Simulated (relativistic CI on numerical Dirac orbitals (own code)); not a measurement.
**One change at a time: Tl LXX**

Base calculation: Dirac-Coulomb-Breit CI, orbitals from a KLI potential per configuration, model QED, unscaled Slater integrals.

Configuration list (outside the closed core [Ne]): 3s2, 3s 3p, 3p2, 3s 3d, 3d2, 3p 3d, 3p 4s, 3d 4s, 3s 4s, 3s 4p, 3s 4d, 3s 4f, 3s 5s, 3s 5p, 3s 5d, 4s2. Levels of other configurations are missing.

Variants: (1) Breit term removed. Shifts of the energy above 3s2 1S_0, in eV, for the lowest level and the first level of each name with at least 55 % of one term (blank where a level changes its place among those of its configuration and J or its character, or is not in the variant):

| Level | Base | Δ(1) |
| --- | --- | --- |
| 3s2 1S_0 | 0.00 | 0.00 |
| 3s 3p 3P°_0 | 161.85 | -5.95 |
| 3s 3p 3P°_1 | 180.13 | -5.41 |
| 3p2 3P_0 | 385.98 | -12.01 |
| 3s 3p 3P°_2 | 731.03 | +0.57 |
| 3s 3p 1P°_1 | 773.25 | +0.24 |
| 3p2 3P_1 | 938.75 | -5.79 |
| 3s 3d 3D_1 | 970.95 | +1.99 |
| 3s 3d 3D_2 | 988.13 | +1.46 |
| 3s 3d 3D_3 | 1097.31 | +5.75 |
| 3s 3d 1D_2 | 1116.72 | +5.00 |
| 3p 3d 3F°_2 | 1144.93 | -3.40 |
| 3p2 3P_2 | 1515.66 | +0.64 |
| 3p2 1S_0 | 1537.73 | -0.18 |
| 3p 3d 3P°_0 | 1741.05 | +1.27 |
| 3p 3d 3P°_1 | 1741.55 | +2.16 |
| 3p 3d 3F°_4 | 1842.82 | +6.13 |
| 3p 3d 3D°_3 | 1876.69 | +5.83 |
| 3p 3d 1P°_1 | 1891.42 | +4.70 |
| 3d2 3F_2 | 1957.66 | +4.07 |
| 3d2 3P_0 | 1988.39 | +2.57 |
| 3d2 3F_3 | 2079.08 | +7.47 |

At this charge energies of transitions that change n are usually good to better than 1 %, and those within a shell (Δn = 0) to a few per cent.

Ionisation energy from the two ground configurations alone: base 8729.83 eV; Breit term removed 8738.62 eV. The NIST ASD value (theoretical) is 8730 eV.

LS names give the leading component of a level, which can be under half, so a name can repeat, a term be missing and a line seem to break the LS rules.
